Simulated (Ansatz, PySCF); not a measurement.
Gas-phase reaction in SMILES: c1ccccc1 + 9 [H][H] (H2) -> 6 C (CH4)
Geometries: B3LYP-D3(BJ)/def2-TZVP minima from Ansatz (a quantum-chemistry and plane-wave program). Unstable Hartree-Fock reference: c1ccccc1.

Property: energy of full hydrogenation (electronic energy difference), in kcal/mol. Valence correlation only, unless marked. No spin-orbit coupling. No relativistic terms. CBS(X,Y): correlation extrapolated as X^-3; Hartree-Fock from the larger set. The bracket is a focal-point correction in the basis named.

```json
[
 {"level": "PBE/def2-TZVPD", "program": "Ansatz", "energy of full hydrogenation (kcal/mol)": "-166.6"},
 {"level": "TPSSh/def2-TZVPD", "program": "PySCF", "energy of full hydrogenation (kcal/mol)": "[?]"},
 {"level": "CAM-B3LYP-D4/def2-TZVPD", "program": "Ansatz + dftd4", "energy of full hydrogenation (kcal/mol)": "[?]"},
 {"level": "SCS-MP2/6-31G", "program": "Ansatz", "energy of full hydrogenation (kcal/mol)": "-158.1"},
 {"level": "RI-MP2/CBS(cc-pVTZ,cc-pVQZ)+[CCSD(T)-MP2]/cc-pVTZ", "program": "Ansatz", "energy of full hydrogenation (kcal/mol)": "-168.3"}
]
```

### Question
Complete the blanks.

### Answer

- TPSSh/def2-TZVPD, energy of full hydrogenation (kcal/mol): -163.9
- CAM-B3LYP-D4/def2-TZVPD, energy of full hydrogenation (kcal/mol): -175.2
